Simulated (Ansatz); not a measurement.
`[BH2][GeH2][O]C` + H₂Se → `C[O][GeH2][SeH]` + BH₃  (cleavage of the Ge–B bond)

Gas-phase electronic energies from Ansatz, PBE0-D4/def2-TZVP geometries. CBS: MP2 limit from def2 TZ/QZ plus the TZ coupled-cluster correction, frozen cores. This one scheme is used for every species. DFT in def2-TZVPP. B3LYP here is the variant with VWN-RPA as its local correlation; programs differ in this. For Ge, Se outer-core shells are correlated without core-valence functions, which leaves a few kJ/mol of doubt a bond. Scalar relativity is left out up to krypton. Each species was taken in one conformer, which may not be the lowest.

**Question.** Is it downhill or uphill in electronic energy at CCSD(T)/CBS, and by how much? (Estimate.)

**Answer.** The calculation gave: Downhill: ΔE = -17.7 kcal/mol.

**Question.** What do these levels give: r2SCAN-D4, B3LYP, SCS-MP2/def2-TZVPP, CCSD/def2-TZVPP, CCSD(T)/def2-TZVPP, HF/def2-QZVPP? (Best estimate.)

**Answer.** Computed: r2SCAN-D4 -17.7, B3LYP -17.2, SCS-MP2/def2-TZVPP -19.6, CCSD/def2-TZVPP -17.4, CCSD(T)/def2-TZVPP -17.7, HF/def2-QZVPP -19.6 kcal/mol.

Largest T1 diagnostic among the species: 0.012.

From PBE to PBE0 (25 % exact exchange), in def2-TZVPP and without D4, ΔE moves by −0.9 kcal/mol. The D4 term adds −1.2 kcal/mol with B3LYP and −0.7 kcal/mol with PBE0; it sums over pairs of atoms, weighted by their polarisabilities, and B3LYP, whose exchange is more repulsive, gets the larger term.
